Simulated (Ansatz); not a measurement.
Geometry optimisation, RKS B3LYP-D4/def2-SVP in Ansatz.

input.yaml

```yaml
crystal:
  periodic: [false, false, false]
  atoms:
    - { symbol: S, position_ang: [-1.03214, -1.2287, 0.20709] }
    - { symbol: O, position_ang: [-0.13919, -0.05069, 0.88704] }
    - { symbol: Se, position_ang: [1.61842, 0.40301, 0.33603] }
    - { symbol: H, position_ang: [-1.59239, -0.50063, -0.78656] }
    - { symbol: H, position_ang: [1.1453, 1.37701, -0.6436] }
basis:
  gaussian: { orbitals: def2-SVP }
hamiltonian:
  xc: b3lyp
  dispersion: d4
relax:
  f_tol: 0.015
  max_steps: 40
```

Command:

```bash
$ ansatz run input.yaml --threads 1 --pin off --max-ram 2048MiB --backend cpu --events-out ev --progress --plain --runs-dir out
```

**Question.** Where does it end, and by what steps?

**Answer.** It converged. After 5 steps the energy has fallen by 0.071 eV; O2 moved furthest, 0.07 Å.

| step | energy less start (eV) | largest force component (eV/Å) | accepted |
| --- | --- | --- | --- |
| 0 | 0.0000 | 1.018 | yes |
| 1 | -0.0472 | 0.714 | yes |
| 2 | -0.0678 | 0.234 | yes |
| 3 | -0.0707 | 0.048 | yes |
| 4 | -0.0709 | 0.018 | yes |
| 5 | -0.0709 | 0.005 | yes |

```xyz
5
Properties=species:S:1:pos:R:3
S -1.005 -1.241 0.174
O -0.123 -0.034 0.958
Se 1.576 0.383 0.343
H -1.570 -0.468 -0.795
H 1.122 1.360 -0.680
```

Whether the end is a true minimum wasn't checked by a vibrational analysis.

The run took 17 s on 1 thread of Arm Neoverse V2, with other jobs on the host, peak memory 0.14 GiB.
